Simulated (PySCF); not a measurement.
Energy of Xe⁺ (xenon, charge +1) between two integer charges

The 5p beta orbital of [Kr] 4d10 5s2 5p5 is emptied in steps (occupation f), with all orbitals relaxed, ending at [Kr] 4d10 5s2 5p4. Computed with PySCF 2.14 in aug-cc-pVDZ-PP with ECP28MDF (5s4p3d, 32 functions), with scalar relativity through the core potential. The exact energy is a straight line in f; departures are measured from the line between the end points of the same method.

```tsv
f	UHF (eV)	LDA (eV)	PBE (eV)	PBE0 (eV)	r2SCAN (eV)	LC-wPBE (eV)	BHandHLYP (eV)	wB97X (eV)	HSE06 (eV)
1	0.000	0.000	0.000	0.000	0.000	0.000	0.000	0.000	0.000
0.8	0.111	-0.749	-0.724	-0.518	-0.673	-0.074	-0.330	-0.150	-0.589
0.6	0.164	-1.126	-1.086	-0.775	-0.998	-0.109	-0.498	-0.234	-0.885
0.4	0.161	-1.127	-1.085	-0.773	-0.984	-0.107	-0.501	-0.246	-0.885
0.2	0.105	-0.752	-0.722	-0.514	-0.646	-0.069	-0.336	-0.175	-0.590
0	0.000	0.000	0.000	0.000	0.000	0.000	0.000	0.000	0.000
```

For LDA, how does the orbital energy at f = 1 compare with the removal energy?

−ε = 16.715 eV against a total-energy difference of 21.387 eV. By Janak's theorem ε = ∂E/∂f, so the gap between them reflects the curvature. Along the path −ε is 18.570 (f = 0.8), 20.441 (f = 0.6), 22.322 (f = 0.4), 24.206 (f = 0.2) eV.

| method | E(f=0) − E(f=1) (eV) | −ε at f=1 (eV) | −ε at f=0.4 (eV) |
| --- | --- | --- | --- |
| UHF | 20.109 | 20.818 | 19.961 |
| LDA | 21.387 | 16.715 | 22.322 |
| PBE | 21.078 | 16.552 | 21.989 |
| PBE0 | 21.126 | 17.886 | 21.782 |
| r2SCAN | 21.147 | 16.911 | 22.044 |
| LC-wPBE | 21.189 | 20.720 | 21.292 |
| BHandHLYP | 21.102 | 19.047 | 21.503 |
| wB97X | 21.164 | 20.256 | 21.300 |
| HSE06 | 21.143 | 17.462 | 21.881 |

Reference removal energy between the ground levels: 20.975 eV (semi-empirical (NIST evaluation); NIST Atomic Spectra Database, ionization energies). The calculation has no spin-orbit coupling. UHF lacks correlation.
